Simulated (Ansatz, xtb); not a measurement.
GeH7PSi: where a starting geometry ends

The starting geometry of this gas-phase singlet has its atoms placed at random.

```csv
atom,x (Å),y (Å),z (Å)
Ge,-0.9185,0.5691,1.5902
P,0.5351,-0.9920,0.9546
Si,-0.7654,0.3226,-1.1049
H,2.2379,-0.8231,0.0285
H,-0.1552,0.5489,0.1007
H,0.0144,-2.3943,0.7441
H,-2.2227,1.1985,0.6141
H,0.0875,0.2965,-2.0418
H,-1.0508,-0.0646,0.2916
H,-1.1419,-0.8057,1.1691
```

Problem. Guess where an optimisation with r2SCAN-D4/def2-SVP ends from this start.

Solution. It ends as a structure with H5 bridging Si3 and Ge1, given below by its coordinates. Distances that change by over a tenth: Ge1–H10 (1.46 → 1.60 Å), Si3–H5 (1.37 → 1.62 Å), Si3–H8 (1.27 → 1.50 Å). Contacts that open: Ge1–P2 (2.23 → 3.99 Å), Ge1–H9 (1.45 → 3.35 Å), P2–H10 (1.70 → 3.04 Å). Contacts that close: P2–Si3 (2.77 → 2.26 Å), P2–H4 (1.95 → 1.43 Å).

The energy falls by 13.59 eV over 18 steps:

```tsv
step	E − E(last) (eV)
1	13.594
3	5.370
5	2.966
7	1.555
9	0.550
10	0.269
12	0.085
14	0.021
16	0.005
18	0.000
```

Final geometry (Å):

```xyz
10

Ge   -1.4193    1.2992    1.7281
P     1.3980   -1.2543    0.5147
Si   -0.2434   -0.0536   -0.4646
H     1.7179   -1.9400   -0.7001
H    -0.3689    1.3434    0.3504
H     0.5134   -2.2749    0.9766
H    -2.6661    1.1586    0.7554
H     0.3596    0.6275   -1.6558
H    -1.4706   -0.7635   -0.9085
H    -1.2001   -0.2865    1.7501
```

From the same start GFN2-xTB ends elsewhere, at `[SiH3][PH2+][GeH2-]`.

From so rough a start the end depends on the optimiser's path, so another program may land elsewhere. No frequencies were run, so the end isn't proven a minimum. Run with Ansatz 0.2.0, 30 s on 2 threads of Intel(R) Xeon(R) 6975P-C (Granite Rapids), on a shared host.
